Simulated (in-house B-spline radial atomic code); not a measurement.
# Functionals against ionisation energies along an isoelectronic series: In to Xe⁵⁺

Ionisation energies as differences of self-consistent total energies from an all-electron radial atomic-structure program (B-spline basis): all electrons, radial basis limit, scalar-relativistic (one-electron X2C), spin-polarised at highest spin, spherical densities; exact exchange is averaged over the determinants of each configuration. No spin-orbit coupling, Breit or QED terms. NIST's values run from ground level to ground level, so in open shells the differences also hold multiplet and fine-structure energies that spherical high-spin averages miss. For p electrons of heavy elements the spin-orbit part alone reaches an electronvolt or more. Columns give computed minus NIST, in eV; a star marks a semi-empirical value. Species are left out where the tabulated value is theory, is uncertain by more than 0.12 eV, or (13 ions, such as In⁴⁺, Te⁴⁺ and Bi⁴⁺) lies off its series for all methods alike, which flatters the means a little.

```tsv
species	shell	NIST (eV)	LDA exchange-only	r2SCAN	wB97X	revTPSS	AM05
In	5p	5.79	-0.89	-0.30	-0.21	-0.37	-0.30
Sn⁺	5p	14.63	-1.21	-0.51	-0.43	-0.59	-0.49
Sb²⁺	5p	25.32	-1.46	-0.73	-0.64	-0.82	-0.66
Te³⁺	5p	37.42	?	?	?	?	?
I⁴⁺	5p	51.52 ± 0.04	-2.05	-1.32	-1.21	-1.41	-1.14
Xe⁵⁺	5p	66.70 ± 0.007	-2.28	-1.57	-1.44	-1.65	-1.34
```

**Question.** What are the differences for Te³⁺ ([Kr] 4d10 5s2 5p1)?

**Answer.** LDA exchange-only -1.49; r2SCAN -0.75; wB97X -0.66; revTPSS -0.84; AM05 -0.63 eV.

**Question.** How do the methods rank, and which species is hardest?

**Answer.** Mean absolute (signed) differences: AM05 0.76 (-0.76) eV; wB97X 0.76 (-0.76) eV; r2SCAN 0.86 (-0.86) eV; revTPSS 0.95 (-0.95) eV; LDA exchange-only 1.56 (-1.56) eV. For Xe⁵⁺, which loses a 5p electron, the nearest method is off by -1.34 eV, the largest such miss. The first two are tied within the accuracy of the references.
